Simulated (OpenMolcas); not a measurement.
## 4d³ along the 39-electron sequence

```json
{
  "Program": "OpenMolcas",
  "Method": "XMS-CASPT2, IPEA 0.25 Eh, imaginary shift 0.1 Eh",
  "Basis": "ANO-RCC-VTZP",
  "Scalar Hamiltonian": "DKH2, point nucleus",
  "Spin-orbit coupling": "state interaction with AMFI integrals over the reference wave functions, term energies averaged over their components"
}
```

Active space for each ion: 3 electrons in 10 orbitals (4d 5d); closed shells correlated by CASPT2: 4s 4p.

Computed levels in cm-1 above ⁴F_3/2:

```
                               Level   Mo3+   Tc4+   Ru5+   Rh6+   Pd7+
                              ⁴F_5/2    757   1060   1418   1864   2460
                              ⁴F_7/2   1721   2380   3150   4080   5300
                              ⁴F_9/2   2830   3860   5040   6450   8220
                              ⁴P_1/2  10930  12210  13840  15410  17010
                              ⁴P_3/2  10960  12230  13790  15230  16610
                              ⁴P_5/2  12180  13910  16050  18270  20690
                              ²G_7/2  12790  14560  16730  18810  21050
                              ²G_9/2  13520  15440  17740  19920  22220
                              ²P_1/2  15120  17870  20840  23650  26690
weight of ⁴F in the lowest level (%)     99     99     98     97     97
```

Mixed levels, with the weight of the term that names them: Ru5+ ²G_9/2 (73 %), Rh6+ ²G_9/2 (66 %), Pd7+ ²G_9/2 (58 %).

Measured, with the error of the calculation in %. Measured levels: Mo3+ from Sugar and Musgrove, J. Phys. Chem. Ref. Data 17, 155 (1988).

| Level | Mo3+ |
| --- | --- |
| ⁴F_5/2 | 778 (-2.8) |
| ⁴F_7/2 | 1760 (-2.2) |
| ⁴F_9/2 | 2865 (-1.2) |
| ⁴P_1/2 | 10338 (+5.7) |
| ⁴P_3/2 | 10331 (+6.1) |
| ⁴P_5/2 | 11612 (+4.9) |
| ²G_7/2 | 11580 (+10.4) |
| ²G_9/2 | 12311 (+9.8) |
| ²P_1/2 | 14348 (+5.4) |

The fine-structure level ⁴F_9/2 changes by a factor of 2.9 from Mo3+ to Pd7+. Its fourth root runs 7.29, 7.88, 8.43, 8.96, 9.52, with steps per unit of Z of 0.59, 0.54, 0.54, 0.56; equal steps would mean a (Z - σ)^4 law with constant σ.

⁴P_1/2 changes by a factor of 1.56 over the same range, with steps per unit of Z of +1280, +1630, +1570, +1600 cm-1.

Term energies are means over components that CASPT2 splits; among the terms shown or strongly mixed into the levels shown the widest spread is 2200 cm-1 (4d³ ⁴F, Rh6+). Active for correlation alone: 5d; no level in the range computed is led by a configuration that fills it, so any true level of that kind is missing. Computed and measured levels are paired by configuration, term and J; levels that our copy of the source lacks, or whose pairing is in doubt (as where it misses far off the trend of its configuration), stay unpaired and out of the deviations. Levels of configurations outside the active space are missing.
